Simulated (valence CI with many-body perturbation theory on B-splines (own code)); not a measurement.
Results of a calculation; reference values are marked as such.
# Er XXVII: magnetic and hyperfine properties of the levels

Level of theory: relativistic CI+MBPT: six valence electrons over a frozen Dirac-Fock core [Kr], radial functions for each j: 7 s, 7 p, 8 d, 6 f, 4 g, 1 h, with the one-electron correlation potential Σ1 (screened to all orders), the two-electron term Σ2, the three-electron term Σ3, Breit, model QED; selected single and double excitations, second order for the rest, scaled by the run's own slope (own B-spline code, finite nucleus).

No measured spectrum was set against this ion. As an estimate, large intervals hold to a few tenths of a per cent, small ones and those within an open d or f shell to about a per cent. Core correlation moves these levels by up to 7400 cm⁻¹, and in measured spectra 5 to 20 % of such shifts remained as error; rates that hang on mixing are uncertain with them. Among the levels kept, up to 780 cm⁻¹ of a level comes from second order outside the variational space, and about a tenth of that is noise between levels of different J, which matters for small intervals. Only levels of the ground parity were solved; by the run's estimate the other parity begins above the list, which can be wrong where configurations are misplaced.

A/g_I is the dipole constant over the nuclear g factor μ/I (μ in nuclear magnetons, uniformly magnetised nucleus), B/Q the quadrupole constant per barn. Both hold the static response of the core; the bare values leave it out. Large factors of s and p1/2 electrons are usually good to 5 to 10 %; those of open d and f shells near neutrality can be off by tens of per cent, and small factors of p3/2, d and f electrons come from cancelling terms and can be off by a factor of two or in sign, in half-filled shells by more. B is blank for J = 1/2, where it vanishes, and for nearly pure S terms. Energies count from the lowest level. Levels with J = 0 are left out.

Levels are named by their leading jj configuration (3d3/2^4 stands for four electrons in 3d with j = 3/2), which in mixed levels can hold well under half, so a name can repeat and another be missing. Letters in brackets count levels of one name in rising energy.

```tsv
Level	E (cm⁻¹)	g	A/g_I (MHz)	A/g_I bare	B/Q (MHz/b)	B/Q bare
(4d3/2^4 4d5/2^2) J=4	0	1.319	5270	5760	11700	11200
(4d3/2^4 4d5/2^2) J=2	18218	1.332	5230	5740	-5340	-5080
(4d3/2^3 4d5/2^3) J=3 [a]	64327	1.408	2860	3530	1250	1180
(4d3/2^3 4d5/2^3) J=4 [a]	75745	1.142	6550	6670	9350	8990
(4d3/2^3 4d5/2^3) J=1 [a]	76077	1.369	4880	5470	-4240	-4040
(4d3/2^3 4d5/2^3) J=5	95442	1.127	7700	7800	5090	4900
(4d3/2^3 4d5/2^3) J=6	97010	1.117	8530	8610	-10100	-9740
(4d3/2^3 4d5/2^3) J=2 [a]	109330	0.937	10800	10500	-8440	-8070
(4d3/2^3 4d5/2^3) J=3 [b]	112430	1.037	9790	9710	4520	4290
(4d3/2^3 4d5/2^3) J=2 [b]	135980	1.208	6580	6840	6700	6410
(4d3/2^3 4d5/2^3) J=1 [b]	140760	1.030	6660	6560	8070	7730
(4d3/2^3 4d5/2^3) J=4 [b]	142990	1.030	9820	9710	-5990	-5760
(4d3/2^3 4d5/2^3) J=3 [c]	152710	1.087	9270	9280	-13100	-12600
(4d3/2^2 4d5/2^4) J=2 [a]	154470	1.366	2160	2740	4580	4420
(4d3/2^2 4d5/2^4) J=4 [a]	168890	1.096	8320	8350	675	689
(4d3/2^2 4d5/2^4) J=3 [a]	178050	1.191	5720	5940	-6460	-6200
(4d3/2^2 4d5/2^4) J=5	178740	1.101	8770	8810	-7860	-7510
(4d3/2^2 4d5/2^4) J=6	190190	1.044	9650	9570	-11800	-11300
(4d3/2^2 4d5/2^4) J=3 [b]	191530	0.946	11400	11100	840	814
(4d3/2^2 4d5/2^4) J=1	202880	1.094	9320	9340	-3510	-3370
(4d3/2^2 4d5/2^4) J=4 [b]	209730	1.056	9900	9840	-569	-562
(4d3/2^2 4d5/2^4) J=2 [b]	210020	1.052	9650	9590	-7570	-7280
(4d3/2^2 4d5/2^4) J=2 [c]	237670	0.830	13500	13000	-1710	-1630
(4d3/2^2 4d5/2^4) J=4 [c]	245300	1.166	7020	7190	-10700	-10300
(4d3/2 4d5/2^5) J=1	252170	1.498	-1620	-765	-2510	-2400
(4d3/2 4d5/2^5) J=4	288560	1.024	9920	9800	-6820	-6480
(4d3/2^2 4d5/2^4) J=2 [d]	293600	1.064	9150	9110	13500	12900
(4d3/2 4d5/2^5) J=2	299590	1.189	7120	7340	-13500	-13000
(4d3/2 4d5/2^5) J=3	302790	1.065	9120	9090	-13500	-13000
```

(1) Take the isotope of mass number 167, with I = 7/2, μ = -0.5623 μN and Q = 3.57 b. What is the hyperfine structure of (4d3/2^3 4d5/2^3) J=6?

Answers

(1) From the table A = -1370 MHz, B = -36200 MHz. Shifts from the centre of gravity in MHz: F = 5/2: 19200, F = 7/2: 20500, F = 9/2: 20900, F = 11/2: 19200, F = 13/2: 14100, F = 15/2: 4120, F = 17/2: -12500, F = 19/2: -37800.
